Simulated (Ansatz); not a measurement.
NaSiH₃Te (SMILES [Na][SiH2][TeH]), closed shell: a single point displaced at random from a GFN2-xTB minimum.

The input file, in.yaml:

```yaml
crystal:
  periodic: [false, false, false]
  atoms:
    - {symbol: Na, position_ang: [-2.389600, 0.579400, 0.492200]}
    - {symbol: Si, position_ang: [-0.147700, -0.495700, -0.586400]}
    - {symbol: Te, position_ang: [1.546700, 0.314000, 1.172900]}
    - {symbol: H, position_ang: [0.123200, -1.927500, -0.565600]}
    - {symbol: H, position_ang: [0.531200, -0.131900, -1.840000]}
    - {symbol: H, position_ang: [0.530000, 1.746100, 1.276400]}
basis:
  gaussian: {orbitals: def2-TZVPP}
hamiltonian: {xc: {name: LC-wPBE}}
output: {forces: true}
```

An equivalent command:

```bash
ansatz run in.yaml --threads 4 --pin off --events-out ev --progress --plain
```

The run's output (Ansatz 0.2.0):

```
Functional definition: LC-wPBE
  name "LC-wPBE"
  cite "Vydrov & Scuseria, J. Chem. Phys. 125, 234109 (2006) doi:10.1063/1.2409292"
  cite "Heyd & Scuseria, J. Chem. Phys. 120, 7274 (2004) doi:10.1063/1.1668634"
  cite "Ernzerhof & Perdew, J. Chem. Phys. 109, 3313 (1998) doi:10.1063/1.476928"
  cite "Perdew, Burke & Ernzerhof, Phys. Rev. Lett. 77, 3865 (1996) doi:10.1103/PhysRevLett.77.3865"
  parent pbe
  parameter omega = 0.4/bohr
  exchange = pbe_x_sr(omega) + exact_x_lr(omega)
  correlation = pbe_c
1128 factors; their error is unknown
412 factors; integrals over basis functions are off by at most 5.2e-5 eV
mean field evaluation 1: about -19632.4388 eV, gradient 1.3e1 eV
mean field evaluation 2: about -19633.0594 eV, gradient 6.9e0 eV
mean field evaluation 4: about -19633.1820 eV, gradient 6.6e-1 eV
mean field evaluation 8: about -19633.0401 eV, gradient 5.6e-1 eV
mean field evaluation 16: about -19633.0403 eV, gradient 1.7e-4 eV
mean field -19633.04026473 eV, -721.5009219761 hartree, gradient 4.0e-5 eV, S^2 0.000000; 0 other end points of the search recorded, 0 dependent functions left out
the calculation of the forces begins
reference -19633.04026475 eV, -721.5009219769 hartree; 26, 26 occupied and 140, 140 virtual orbitals, 1128 factors
Total energy: -19633.04026475 eV, -721.5009219769 hartree
Atom 0 at    -2.389600     0.579400     0.492200 Å, force    -0.006037     0.014458     0.040570 eV/Å
Atom 1 at    -0.147700    -0.495700    -0.586400 Å, force    -0.048097     0.443273     0.283430 eV/Å
Atom 2 at     1.546700     0.314000     1.172900 Å, force    -1.293945     1.236132    -0.131134 eV/Å
Atom 3 at     0.123200    -1.927500    -0.565600 Å, force     0.122251    -0.759827     0.105023 eV/Å
Atom 4 at     0.531200    -0.131900    -1.840000 Å, force     0.157279     0.169681    -0.418824 eV/Å
Atom 5 at     0.530000     1.746100     1.276400 Å, force     1.068549    -1.103717     0.120934 eV/Å
Dipole moment:    -1.745437     0.493485     0.356977 e Å
```

The run took about 2.2 s on 4 CPU threads (shared host).
